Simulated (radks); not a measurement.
Question: The table gives one normalised radial function P(r) = r R(r) of K- in [Ar] 4s2 (r in bohr). Calculated with a radial shooting solver on a logarithmic mesh with Libxc functionals: scalar-relativistic Kohn-Sham, LDA (Slater exchange, Perdew-Wang correlation), spin-polarised, spherical densities, finite nucleus; Fermi nuclear charge, rms radius 3.4349 fm; Watson sphere of charge +1 and radius 4.85 bohr.

| r | P |
|---|---|
| 0.00918 | 0.0056 |
| 0.01205 | 0.0092 |
| 0.01594 | 0.0155 |
| 0.02093 | 0.0254 |
| 0.02769 | 0.0415 |
| 0.03635 | 0.0657 |
| 0.04809 | 0.1028 |
| 0.06363 | 0.1556 |
| 0.08352 | 0.2231 |
| 0.1105 | 0.3049 |
| 0.1451 | 0.3828 |
| 0.1919 | 0.4332 |
| 0.2519 | 0.4144 |
| 0.3333 | 0.2844 |
| 0.441 | 0.0261 |
| 0.5789 | -0.3124 |
| 0.7659 | -0.6532 |
| 1.005 | -0.8565 |
| 1.33 | -0.8562 |
| 1.746 | -0.6792 |
| 2.31 | -0.4239 |
| 3.057 | -0.2057 |
| 4.012 | -0.0779 |
| 5.309 | -0.0201 |
| 6.968 | -0.0033 |
| 9.22 | -0.0003 |
| 12.1 | 0.0000 |
| 16.01 | 0.0000 |

Which n and l does it have? It may be an empty orbital.

Answer: n = 3, l = 1: the number of nodes gives n - l - 1 = 1, the rise at small r (about r^(l+1)) gives l, and the extent must fit the shell. The curve is that of 3p. 3p: eigenvalue -18.362 eV, 1 radial node at r = 0.451 bohr, <r> = 1.45 bohr, 90 % of the charge inside 2.27 bohr.
